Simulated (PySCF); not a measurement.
1-bromo-3-chloropropa-1,2-diene (C₃H₂BrCl), SMILES ClC=C=CBr. Atoms are numbered in the order given.

```xyz
7

Cl    -2.9945     0.8002    -0.7057
C     -2.0003    -0.5454    -0.2022
C     -0.7127    -0.6103    -0.4266
C      0.5720    -0.6794    -0.6388
Br     1.8653    -0.0039     0.5948
H     -2.5576    -1.3309     0.3167
H      1.0240    -1.1236    -1.5295
```
Charge 0, spin multiplicity 1.

Coordinates come from a B3LYP-D3(BJ)/def2-SVP optimisation.

Two levels are set side by side: PBE/pcSseg-1 (PySCF) and PBE0/pcSseg-1 (PySCF). GIAO shifts against HCl (³⁵Cl), TMS (¹H), TMS (¹³C) at the same level; non-relativistic, no solvent, atoms listed together averaged. Without spin–orbit terms, shifts of atoms bonded to Cl or Br come out too high at both levels. Differences are taken from unrounded values.

```json
[
 {"quantity": "δ(³⁵Cl) of Cl1 (ppm)", "PBE0": "215.0", "PBE": "253.7", "PBE minus PBE0": "38.7"},
 {"quantity": "δ(¹³C) of C2 (ppm)", "PBE0": "113.6", "PBE": "113.8", "PBE minus PBE0": "0.3"},
 {"quantity": "δ(¹³C) of C3 (ppm)", "PBE0": "220.1", "PBE": "217.5", "PBE minus PBE0": "-2.6"},
 {"quantity": "δ(¹³C) of C4 (ppm)", "PBE0": "108.5", "PBE": "109.3", "PBE minus PBE0": "0.8"},
 {"quantity": "δ(¹H) of H6 (ppm)", "PBE0": "6.91", "PBE": "6.93", "PBE minus PBE0": "0.03"},
 {"quantity": "δ(¹H) of H7 (ppm)", "PBE0": "6.92", "PBE": "6.97", "PBE minus PBE0": "0.05"}
]
```

Rough cost on one machine, each run with all the roots and properties that it gave: PBE0 against PBE within a factor of 2.
